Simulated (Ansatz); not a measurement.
# The HOMO–LUMO gap down a group: B to Ga

One atom is swapped for its congeners: B(CH3)(SeH); Al(CH3)(SeH); Ga(CH3)(SeH). All are doublets with charge 0.

Shapes, held fixed at every level: PBE0-D4/def2-TZVP. Flexible molecules stand in one conformer, not always the lowest. Programs: Ansatz 0.2.0. Values in eV.

```tsv
level	B(CH3)(SeH)	Al(CH3)(SeH)	Ga(CH3)(SeH)
SPW92/def2-TZVPP	1.51	1.05	0.80
PBE-D4/def2-TZVPP	2.03	1.41	1.08
r2SCAN-D4/def2-TZVPP	2.99	2.12	1.76
B3LYP-D4/def2-TZVPP	3.47	2.55	2.29
r2SCAN0-D4/def2-TZVPP	4.82	3.58	3.39
wB97M-V/def2-TZVPP	7.53	6.22	6.46
```

At wB97M-V/def2-TZVPP the HOMO–LUMO gap isn't monotonic: it is largest for B and smallest for Al (7.53 and 6.22 eV). 1 of 6 levels show this order throughout; 1 agree on the largest and the smallest. Open shells run unrestricted unless RO is named. Relativity is left out for Ga, Se unless named. Orbital gaps aren't excitation energies, and the LUMO depends on the basis.
